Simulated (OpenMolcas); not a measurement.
Cu3+ (d8) among equal point charges was computed by CASSCF with the d shell active (OpenMolcas, ANO-RCC-VTZP on the metal). Its lowest spin-free states, and all those of the highest spin:

```tsv
2S+1	Degeneracy	E (cm-1)
3	2	0.0
3	1	373.8
3	2	2885
3	2	7206
1	1	18015
1	2	18809
1	2	20238
3	2	23644
1	1	28640
1	2	28886
1	2	29754
1	2	36033
3	1	36060
```

Problem. Is the site octahedral, tetrahedral or cube-like, axial, or of lower symmetry?

Solution. The states with 2S+1 = 3 have orbital degeneracies 2, 1, 2, 2, 2, 1. There are pairs but no triples, so the site is axial: not cubic, but with a proper or improper axis of order three or more. The run had Cu3+ among 2 point charges of -2 e arranged as a linear pair (D∞h), 1.73 Å from the ion.

Spin-orbit coupling mixes the spin-free states strongly: the lowest level takes only 50 % from its leading state, 3Σ, which lies 374 cm-1 above the lowest spin-free state. Without dynamic correlation the repulsion within the d shell is too large (B by tens of per cent), so at a given field states of lower spin stand too high. Point charges carry no covalency, so the field is a model and not that of real ligands. No measured value stands beside these numbers.
